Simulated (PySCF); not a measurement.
**Computed properties of Si(H)3(SH) (H4SSi), SMILES [SiH3]S**

H4SSi, SMILES [SiH3]S. Geometry: r2SCAN-D4/def2-TZVP. Other conformers were not sampled. All values are computed for the isolated molecule unless a solvent is named; none is compared with measurement here.

**Structure.** The optimised structure has Cs symmetry. All 12 harmonic modes at r2SCAN-D4/def2-TZVP (PySCF) are real, so it is a minimum.

**Vibrations.** The strongest infrared lines (harmonic, unscaled, degenerate partners summed) lie at 926 cm⁻¹ (243 km/mol, H 93 %), 2222 cm⁻¹ (111 km/mol, H 96 %), 2246 cm⁻¹ (82 km/mol, H 96 %). The softest mode is at 189 cm⁻¹ and the zero-point energy is 21.3 kcal/mol.

**Electronic structure.** r2SCAN/def2-TZVPD (PySCF) places the frontier levels at -6.60 and -0.48 eV, a gap of 6.12 eV, and gives a dipole moment of 0.99 D and a mean polarisability of 51.4 bohr³. PBE/def2-TZVPD (PySCF) at the same geometry gives -6.34 and -1.02 eV, so its gap is 0.80 eV narrower. An orbital gap is neither the optical nor the fundamental gap.

**Excitations.** TDDFT-ωB97X/def2-TZVPD (PySCF) has S1 at 6.13 eV (202 nm, f = 0.001, dark); the most intense of the 10 singlets computed lies at 8.23 eV (f = 0.08). T1 (TDA) is at 5.74 eV. No vertical singlet excitation falls in the visible range (under 3.1 eV).

**NMR.** GIAO shifts at KT2/pcSseg-2 (PySCF) (non-relativistic, atoms alike by connectivity averaged): ¹H from 0.1 to 4.9 ppm against TMS; ²⁹Si at -59.5 ppm against TMS.
